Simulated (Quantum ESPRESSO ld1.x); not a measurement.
The numbers below are computed, except where a source is named.
Problem. N2+, configuration [He] 2s2 2p1 (the NIST ground configuration). Code: ld1.x of Quantum ESPRESSO 7.5. Model: scalar-relativistic Kohn-Sham, LDA (Slater exchange, Perdew-Wang correlation), spin-polarised, spherical densities, point nucleus; open shells are filled with parallel spins first. Some entries of the table are withheld. Estimate them.

orbital,occ.,eigenvalue (Ry),r(max) (bohr)
1s up,1,-30.9363,0.149
1s down,1,-30.8676,0.149
2s up,1,-3.66302,(1)
2s down,1,-3.49988,(2)
2p up,1,-2.83825,(3)
2p down,0,-2.66591,(4)

Solution. 
(1) 2s up r(max) (bohr): 0.959
(2) 2s down r(max) (bohr): 0.967
(3) 2p up r(max) (bohr): 0.851
(4) 2p down r(max) (bohr): 0.864
